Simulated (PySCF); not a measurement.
Computed properties of CH8O2Si3, SMILES C[Si@H]1O[SiH2][Si@@H]1O

CH8O2Si3, SMILES [Si@@H]1(O[SiH2][Si@@H]1O)C. Coordinates come from a B3LYP-D3(BJ)/def2-SVP optimisation. The structure was generated by enumeration; whether it is a known compound was not checked. Other conformers were not sampled. All values are computed for the isolated molecule unless a solvent is named; none is compared with measurement here.

**Structure.** All 36 harmonic modes at B3LYP-D3(BJ)/def2-SVP (PySCF) are real, so it is a minimum. With heavy atoms numbered as in [CH3:1][Si@H:2]1[O:3][SiH2:4][Si@@H:5]1[OH:6], the shortest bond between them is Si5–O6 at 1.677 Å and the longest Si2–Si5 at 2.384 Å.

**Vibrations.** The strongest infrared lines (harmonic, unscaled, degenerate partners summed) lie at 849 cm⁻¹ (499 km/mol, H 43 %, Si 27 %, O 26 %), 916 cm⁻¹ (234 km/mol, H 44 %, O 34 %, Si 22 %), 2198 cm⁻¹ (179 km/mol, H 97 %). The softest mode is at 70 cm⁻¹ and the zero-point energy is 57.1 kcal/mol.

**Electronic structure.** M06-2X/def2-TZVP (PySCF) places the frontier levels at -7.80 and -0.29 eV, a gap of 7.51 eV, and gives a dipole moment of 0.87 D and a mean polarisability of 97.4 bohr³. PBE/def2-TZVP (PySCF) at the same geometry gives -5.76 and -1.89 eV, so its gap is 3.64 eV narrower. An orbital gap is neither the optical nor the fundamental gap.

**Excitations.** TDA-PBE0/def2-SVPD (PySCF) has S1 at 4.52 eV (274 nm, f = 0.003, weak); the most intense of the 6 singlets computed lies at 5.27 eV (f = 0.15). T1 (TDA) is at 3.90 eV, 0.62 eV under S1. TDA-PBE/def2-SVPD (PySCF) puts S1 at 4.16 eV. No vertical singlet excitation falls in the visible range (under 3.1 eV).

**NMR.** GIAO shifts at HF/pcSseg-1 (PySCF) (non-relativistic, atoms alike by connectivity averaged): ¹³C at 2.6 ppm against TMS; ¹H from 0.7 to 5.7 ppm against TMS; ²⁹Si from -7.0 to 22.8 ppm against TMS.
